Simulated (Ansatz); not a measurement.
Basis-set extrapolation for C2HF2Si, SMILES `C#C[Si](F)F` radical (PBE0-D4/def2-TZVP geometry, frozen core, Ansatz 0.2.0). Multiplicity 2, UHF reference.

|  | def2-TZVPP | def2-QZVPP |
| --- | --- | --- |
| HF | -564.303676 | -564.326082 |
| MP2 correlation | -0.880055 | -0.956148 |
| CCSD(T) correlation | -0.926986 | not run |

Energies in hartree. Use E(X) = E(∞) + A·exp(−7.88·√X) for Hartree–Fock and E(X) = E(∞) + B·X^(−2.97) for correlation, with X = 3 and 4, and add CCSD(T) minus MP2 of the smaller set to the MP2 limit.

What is the CCSD(T) energy at the basis-set limit?

HF limit: -564.326082 + (-0.022406) × 0.13774 = -564.32917. MP2 limit: -0.956148 + (-0.076093) × 0.74074 = -1.01251. Higher-order term: -0.926986 − (-0.880055) = -0.04693. Total: -565.38861 hartree, 99.1 kcal/mol below CCSD(T)/def2-TZVPP.
